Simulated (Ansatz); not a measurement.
Basis-set extrapolation for CH₄FNOSi, SMILES `C=N[SiH](O)F` (PBE0-D4/def2-TZVP geometry, frozen core, Ansatz 0.2.0). Multiplicity 1, RHF reference.

```csv
,def2-TZVPP,def2-QZVPP
HF,-558.142327,-558.164997
MP2 correlation,-0.960420,-1.038821
CCSD(T) correlation,-1.019739,not run
```

Energies in hartree. Use E(X) = E(∞) + A·exp(−7.88·√X) for Hartree–Fock and E(X) = E(∞) + B·X^(−2.97) for correlation, with X = 3 and 4, and add CCSD(T) minus MP2 of the smaller set to the MP2 limit.

Q: What is the CCSD(T) energy at the basis-set limit?

A: HF limit: -558.164997 + (-0.022670) × 0.13774 = -558.16812. MP2 limit: -1.038821 + (-0.078401) × 0.74074 = -1.09690. Higher-order term: -1.019739 − (-0.960420) = -0.05932. Total: -559.32434 hartree, 426.1 kJ/mol below CCSD(T)/def2-TZVPP.
